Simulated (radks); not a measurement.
Correlation energies from several functionals, in hartree. Species: Ag+ [Kr] 4d10; Tl19+ [Kr] 4d10 4f14 5s2; Pb2+ [Hg]; Cs53+ [He]; Mn+ [Ar] 3d5 4s1. Calculated with a radial shooting solver on a logarithmic mesh with Libxc functionals: non-relativistic Kohn-Sham, LDA (Slater exchange, Perdew-Wang correlation), spin-polarised, spherical densities, point nucleus. Every spin shell is full or empty, so the densities are truly spherical. Functionals are evaluated on that one density, not self-consistently.

[
 {"functional": "PW92", "Ag+": "-4.4104", "Tl19+": "-7.1534", "Pb2+": "-8.4606", "Cs53+": "-0.30279", "Mn+": "-1.9971"},
 {"functional": "VWN5", "Ag+": "-4.4299", "Tl19+": "-7.1815", "Pb2+": "-8.4950", "Cs53+": "-0.30340", "Mn+": "-2.0072"},
 {"functional": "PZ", "Ag+": "-4.4081", "Tl19+": "-7.1664", "Pb2+": "-8.4682", "Cs53+": "-0.30444", "Mn+": "-1.9855"},
 {"functional": "Wigner", "Ag+": "-2.4687", "Tl19+": "-3.4230", "Pb2+": "-4.3464", "Cs53+": "-0.11218", "Mn+": "-1.1267"},
 {"functional": "Chachiyo", "Ag+": "-4.3511", "Tl19+": "-7.0910", "Pb2+": "-8.3698", "Cs53+": "-0.30201", "Mn+": "-1.9584"},
 {"functional": "PBE", "Ag+": "-2.4551", "Tl19+": "-4.0265", "Pb2+": "-4.9789", "Cs53+": "-0.048199", "Mn+": "-1.0131"},
 {"functional": "PBEsol", "Ag+": "-2.7784", "Tl19+": "-4.5160", "Pb2+": "-5.5708", "Cs53+": "-0.063116", "Mn+": "-1.1692"},
 {"functional": "P86", "Ag+": "-2.7766", "Tl19+": "-4.5870", "Pb2+": "-5.5922", "Cs53+": "-0.25974", "Mn+": "-1.1480"},
 {"functional": "PW91", "Ag+": "-2.6521", "Tl19+": "-4.3658", "Pb2+": "-5.3422", "Cs53+": "-0.076914", "Mn+": "-1.1071"},
 {"functional": "OP (B88)", "Ag+": "-2.2815", "Tl19+": "-3.5098", "Pb2+": "-4.3142", "Cs53+": "-0.083494", "Mn+": "-0.99927"},
 {"functional": "TPSS", "Ag+": "-2.4568", "Tl19+": "-4.0273", "Pb2+": "-4.9772", "Cs53+": "-0.049233", "Mn+": "-1.0143"},
 {"functional": "r2SCAN", "Ag+": "-2.4636", "Tl19+": "-4.0518", "Pb2+": "-5.0277", "Cs53+": "-0.045813", "Mn+": "-1.0272"},
 {"functional": "B95", "Ag+": "-2.9800", "Tl19+": "-5.1969", "Pb2+": "-6.1950", "Cs53+": "-0.10969", "Mn+": "-1.1970"},
 {"functional": "Tao-Mo", "Ag+": "-2.3701", "Tl19+": "-3.9433", "Pb2+": "-4.8703", "Cs53+": "-0.033588", "Mn+": "-0.95424"}
]
